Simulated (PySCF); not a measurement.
PySCF input file for NbF4, SMILES [F][Nb]([F])([F])[F] (connectivity only; charge and spin as stated), neutral, multiplicity 2, IEF-PCM-B3LYP/def2-SVP. The structure is a stationary point at PBE0-D3(BJ)/def2-SVP. The multiplicity is an assumed one; other spin states were not compared. The isomer is the one that the SMILES or the coordinates give; other isomers of the formula were not compared. The def2 effective core potentials stand for the cores of Nb; spin–orbit coupling is left out.

```python
import numpy as np
from pyscf import gto, scf, dft
from pyscf.solvent import pcm

mol = gto.M(
    atom='''
    Nb    0.00000000    0.00000000   -0.00000000
    F     1.19852377    1.19852377    0.75714379
    F    -1.19852378   -1.19852377    0.75714380
    F     1.19852377   -1.19852377   -0.75714380
    F    -1.19852377    1.19852377   -0.75714379
    ''',
    basis='def2-SVP',
    ecp={'Nb': 'def2-svp'},
    charge=0,
    spin=1,
    max_memory=1600,
    verbose=3,
)
mf = dft.UKS(mol, xc='b3lyp').density_fit(auxbasis='def2-universal-jkfit')
mf.grids.level = 3
mf.conv_tol = 1e-9
mf.max_cycle = 100
mf.kernel()
fine, coarse = mf.grids, dft.Grids(mol).set(level=1).build(with_non0tab=True)
for _ in range(3):  # follow internal instabilities
    mf.grids = coarse
    mo, _, stable, _ = mf.stability(return_status=True, nroots=4)
    mf.grids = fine
    if stable:
        break
    mf.kernel(mf.make_rdm1(mo, mf.mo_occ))
res = {}
for name, eps in {'water': 78.355, 'ethylethanoate': 5.9867, 'dimethylsulfoxide': 46.826}.items():
    s = mf.PCM()
    s.with_solvent.method, s.with_solvent.eps, s.with_solvent.lebedev_order = 'IEF-PCM', eps, 29
    s.kernel(mf.make_rdm1())
    res[name] = (s.e_tot, eps, s.dip_moment(), s.mo_energy, s.converged)
    print(f'{name}: electrostatic solvation free energy {(s.e_tot - mf.e_tot) * 627.509474:.3f} kcal/mol')
```

Program output:

```

WARN: HOMO -0.579251595227898 >= LUMO -0.579251595227898

converged SCF energy = -456.29472716086  <S^2> = 0.75117703  2S+1 = 2.0011767
<class 'pyscf.df.df_jk.DFUKS'> wavefunction is stable in the internal stability analysis

WARN: PCM is an experimental feature. It is still in testing.
Features and APIs may be changed in the future.

converged SCF energy = -456.304183377034  <S^2> = 0.75115846  2S+1 = 2.0011581
Dipole moment(X, Y, Z, Debye):  0.00000,  0.00000, -0.00000
water: electrostatic solvation free energy -5.934 kcal/mol

WARN: PCM is an experimental feature. It is still in testing.
Features and APIs may be changed in the future.

converged SCF energy = -456.301959538044  <S^2> = 0.75116294  2S+1 = 2.0011626
Dipole moment(X, Y, Z, Debye):  0.00000,  0.00000, -0.00000
ethylethanoate: electrostatic solvation free energy -4.538 kcal/mol

WARN: PCM is an experimental feature. It is still in testing.
Features and APIs may be changed in the future.

converged SCF energy = -456.304047728914  <S^2> = 0.75115874  2S+1 = 2.0011584
Dipole moment(X, Y, Z, Debye):  0.00000,  0.00000, -0.00000
dimethylsulfoxide: electrostatic solvation free energy -5.849 kcal/mol
```

The calculation finished and met its thresholds.
